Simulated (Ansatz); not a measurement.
Input file for CH5BO2Si (`B[SiH](O)C=O`):

```yaml
crystal:
  periodic: [false, false, false]
  atoms:
    - {symbol: B, position_ang: [-1.864473, 0.051754, 0.063047]}
    - {symbol: Si, position_ang: [0.042270, -0.518722, 0.243582]}
    - {symbol: O, position_ang: [0.724911, -0.305597, 1.721816]}
    - {symbol: C, position_ang: [1.195933, 0.481000, -0.940282]}
    - {symbol: O, position_ang: [2.146584, 1.048902, -0.457213]}
    - {symbol: H, position_ang: [-2.531982, 0.410523, 0.985228]}
    - {symbol: H, position_ang: [-2.369231, 0.029561, -1.022140]}
    - {symbol: H, position_ang: [0.141257, -1.935382, -0.228524]}
    - {symbol: H, position_ang: [1.571996, 0.152507, 1.677029]}
    - {symbol: H, position_ang: [1.025835, 0.534153, -2.039642]}
basis:
  gaussian: {orbitals: def2-TZVPP}
correlation: {method: ccsd_t}
```

```sh
$ ansatz run in.yaml --threads 4 --pin off --events-out ev --progress --plain --max-ram 10444MiB
```

The program prints (abridged):

```
Functional definition: HF
  name "HF"
  cite "Fock, Z. Phys. 61, 126 (1930) doi:10.1007/BF01340294"
  parent pbe
  exchange = exact_x
  correlation = 0
1421 factors; integrals over basis functions are off by at most 9.8e-4 eV
mean field evaluation 1: about -13715.1938 eV, gradient 4.7e1 eV
mean field evaluation 2: about -13715.4670 eV, gradient 4.8e1 eV
mean field evaluation 4: about -13720.3173 eV, gradient 4.7e0 eV
mean field evaluation 8: about -13720.4327 eV, gradient 5.9e-1 eV
mean field evaluation 16: about -13720.4356 eV, gradient 5.1e-6 eV
mean field -13720.43556039 eV, -504.2167067990 hartree, gradient 5.1e-6 eV, S^2 0.000000; 0 other end points of the search recorded, 0 dependent functions left out
9 core orbitals not correlated: weight in the atoms' cores, before any rotation towards them, 1.000 or more for the frozen orbitals, at most 0.000 for the correlated occupied ones
reference -13720.43556039 eV, -504.2167067990 hartree; 14, 14 occupied and 213, 213 virtual orbitals, 1421 factors
second order -22.80979484 eV of doubles, -0.00000000 eV of singles
cycle   1  -23.05622526 eV  change   -2.5e-1 eV  update   1.2e-1
cycle   2  -23.68594041 eV  change   -6.3e-1 eV  update   3.9e-2
cycle   3  -23.86105938 eV  change   -1.8e-1 eV  update   2.2e-2
cycle   4  -23.84660730 eV  change    1.4e-2 eV  update   6.5e-3
cycle   5  -23.84252884 eV  change    4.1e-3 eV  update   4.2e-3
cycle   6  -23.84518949 eV  change   -2.7e-3 eV  update   1.8e-3
cycle   7  -23.84520618 eV  change   -1.7e-5 eV  update   1.0e-3
cycle   8  -23.84475910 eV  change    4.5e-4 eV  update   4.7e-4
cycle   9  -23.84481167 eV  change   -5.3e-5 eV  update   2.0e-4
cycle  10  -23.84494573 eV  change   -1.3e-4 eV  update   9.8e-5
cycle  11  -23.84481912 eV  change    1.3e-4 eV  update   4.8e-5
cycle  12  -23.84485759 eV  change   -3.8e-5 eV  update   3.1e-5
cycle  13  -23.84484438 eV  change    1.3e-5 eV  update   1.7e-5
perturbative correction -0.94404254 eV, -0.0346929235 hartree
Total energy: -13745.22444731 eV, -505.1276815908 hartree
```

Hardware: 4 threads of an Intel Xeon Platinum 8488C on a shared host. Wall time 55 s, peak host memory 4.4 GiB.

Correlation energy per correlated electron: -0.885 eV. T1 diagnostic: 0.0155.
